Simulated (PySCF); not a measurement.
**[OsF3]+, triplet: molecular constants**

Level of theory: UPBE in PySCF with Os def2-SVP with ECP60, F def2-SVP; scalar-relativistic core potentials, no spin–orbit coupling; density-fitted integrals.

The structure is a saddle point with 1 imaginary mode.

```xyz
4
charge 1 multiplicity 3, angstrom
Os    0.0000    0.0000   -0.0341
F     0.0000    0.0000    1.7970
F     1.6589    0.0000   -0.7356
F    -1.6589    0.0000   -0.7356
```

```
Point group                                                                   : C2v
Bond lengths                                                                  : Os–F 1.801 Å (×2), Os–F 1.831 Å
Bond angles                                                                   : F–Os–F 112.9° (×2), F–Os–F 134.2°
Principal quadrupole moments (Buckingham, traceless) about the centre of mass : -0.69, -0.08, 0.77 D Å
Lowest empty level (β)                                                        : -13.21 eV
Rotational constants                                                          : 0.2053, 0.1612, 0.09029 cm⁻¹
Spin squared ⟨S²⟩                                                             : 2.004
Highest occupied level (β)                                                    : -13.36 eV
Zero-point energy (real modes)                                                : 15.3 kJ/mol
Principal polarisabilities                                                    : 18.3, 30.6, 35.3 bohr³
Dipole moment about the centre of mass                                        : 0.71 D
```

Harmonic modes (masses in u: Os 191.961, F 18.998):
```
symmetry  ω (cm⁻¹)  IR (km/mol)  μ (u)     type
      b2       94i            –  20.85     bend
      b1       155          7.2  23.87     bend
      a1       176          2.2  21.05     bend
      b2       730          106  21.50  stretch
      a1       734         20.6  20.27  stretch
      a1       756         25.2  19.91  stretch
```

In C2v the vibrations span 2b2 + b1 + 3a1. Here b1 is antisymmetric to the molecular plane and b2 lies in it.

Charges (e):
```
atom  Mulliken  Löwdin  polar tensor  spin (Mulliken)  Mayer order to Os1
 Os1      1.36    0.80          2.09             1.83                   –
  F2     -0.13    0.04         -0.34            -0.04                1.21
F3,4     -0.12    0.08         -0.38             0.10                1.25
```

Mulliken populations on Os1 (electrons outside its core potential): s 2.47, p 6.25, d 5.82, f 0.10.

This need not be the most stable arrangement of these atoms. With open d or f shells other occupations or spin states may lie lower. At this level a triplet minimum of D3h symmetry lies 28 kJ/mol below this structure. Spin–orbit coupling, left out here, can matter for elements this heavy.

The final relaxation and frequency run took 38 s on 2 threads of a shared Arm Neoverse V2 host, with 74 basis functions and 13 gradients; the process peaked at 0.92 GiB.
